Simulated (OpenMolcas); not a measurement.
## Levels of Mn²⁺ by method

| Property | Result |
| --- | --- |
| Program | OpenMolcas 26.06 |
| Basis | ANO-RCC-VTZP [6s5p3d2f1g] |
| Scalar Hamiltonian | DKH2, point nucleus |
| Active space | 5 electrons in 9 orbitals (RAS2 3d 4s; RAS3 4p, at most 2 electrons) |
| State averaging | 2S+1 = 6 even, 6 roots; 2S+1 = 4 even, 64 roots kept (CI in the orbitals of an earlier block); 2S+1 = 2 even, 88 roots kept (CI in the orbitals of an earlier block); 2S+1 = 6 odd, 15 roots; 2S+1 = 4 odd, 10 roots kept (CI in the orbitals of an earlier block); 2S+1 = 2 odd, 9 roots kept (CI in the orbitals of an earlier block, 0 in the spin-orbit step) |
| Spin-orbit coupling | state interaction with AMFI integrals over the reference wave functions, term energies averaged over their components |

Methods on the same reference wave functions:
A. RASSCF
B. SS-RASPT2, IPEA 0.25 Eh, imaginary shift 0.1 Eh (closed shells correlated: 3s 3p)
C. MS-RASPT2, IPEA 0.25 Eh, imaginary shift 0.1 Eh (closed shells correlated: 3s 3p)

Energies in cm-1 above 3d5 6S 5/2, the measured ground level; measured values from Corliss and Sugar, J. Phys. Chem. Ref. Data 6, 1253 (1977).

```
               Level      A      B      C  Measured
          3d5 6S 5/2    0.0    0.0    0.0       0.0
          3d5 4G 5/2  34186  27280  27280          
          3d5 4G 7/2  34202  27300  27300     26860
         3d5 4G 11/2  34206  27310  27310          
          3d5 4G 9/2  34212  27310  27310          
          3d5 4P 5/2  38885  29550  29550     29168
          3d5 4P 3/2  38926  29600  29600          
          3d5 4P 1/2  38972  29660  29660          
          3d5 4D 7/2  42416  32430  32420     32307
          3d5 4D 1/2  42466  32490  32490     32369
          3d5 4D 3/2  42499  32530  32520          
          3d5 4D 5/2  42505  32540  32530     32384
         3d5 2I 11/2  48832  40180  40180     39174
         3d5 2I 13/2  48871  40240  40240     39176
       3d4 4s 6D 1/2  51444  61890  61890     62457
       3d4 4s 6D 3/2  51556  62000  62000     62568
       3d4 4s 6D 5/2  51741  62190  62190     62748
       3d4 4s 6D 7/2  51994  62440  62440     62989
       3d4 4s 6D 9/2  52312  62760  62760     63285
3d5 2D 5/2(1) [73 %]  54434  41760  41760     41238
       3d5 2D 3/2(1)  54880  42130  42130     41570
       3d5 2F 7/2(1)  55915  43370  43370     42606
          3d5 4F 9/2  57012  43780  43780     43573
          3d5 4F 7/2  57043  43820  43820     43602
```

Deviations, from unrounded energies. A percentage is the sum of absolute deviations over the sum of measured energies, with the sign that they share, or ± where signs differ.

| Against measurement | Levels | A | B | C |
| --- | --- | --- | --- | --- |
| mean absolute deviation (cm-1) | 17 | 11000 | 490 | 490 |
| other terms of the ground configuration (%) | 12 | +30.1 | +1.3 | +1.2 |
| other configurations (%) | 5 | -17.5 | -0.9 | -0.9 |

B, C lie about equally close to measurement and A furthest from it. The largest miss of C in the table is 3d5 2I 13/2, by +1100 cm-1. The ranking rests on the paired levels alone, and a cruder setting can come out closer through cancelling errors.

Between B and C the level of the table that moves most is 3d5 4D 1/2, by 6.1 cm-1 (lowest in C, highest in B). Moves below CASPT2's spread within the term are not significant.

The two smallest mean deviations differ by little beside CASPT2's spread within terms, so their order carries little weight.

From A to B the spin-free energies of the other terms of 3d5 shown, above 6S, scale by factors of 0.76 to 0.82, as is usual when dynamic correlation screens the repulsion within a d or f shell.

The lowest spin-free term lies below A's lowest term by 0.450 hartree in B, 0.450 hartree in C.

Term energies are means over components that CASPT2 splits; among the terms shown or strongly mixed into the levels shown the widest spread is 490 cm-1 (3d5 4F, C). Over all roots computed the reference weight is 0.87 to 0.95 in B, 0.87 to 0.95 in C; the roots of lowest weight are the least certain, and an intruder state may touch them. Some high roots are left out of the spin-orbit mixing, which shifts the levels that they would mix with. Terms from blocks run as CI alone lack orbitals of their own. A single d shell beside an s shell can misplace configurations of different d count against each other. Without dynamic correlation excited terms often stand tens of per cent too high (terms of higher spin than the ground term too low), and those without a measured partner can miss by more than the paired ones (holds for A). Blocks of more than 70 roots (2S+1 = 2 even) ran without multistate coupling (holds for C). The CASPT2 spread within a term exceeds the gap to the next term for 3d5 2F(1) and 3d5 4F, so the order of their levels is uncertain, and so are names and mixing where such terms share a J (holds for C). Measured partners are found by configuration, term and J. A level has none where our copy of the source lacks it or the pairing is in doubt (some pairs that miss far off the trend of their configuration count as doubtful), and it then counts in no deviation. Levels of configurations outside the active space are missing. The table leaves out levels that lie high or whose names do not pair safely across all columns.

A share in square brackets marks a mixed level and gives the weight of the term that names it, the lowest over the columns. A number in round brackets counts repeated terms of one configuration in the order of the reference energies.
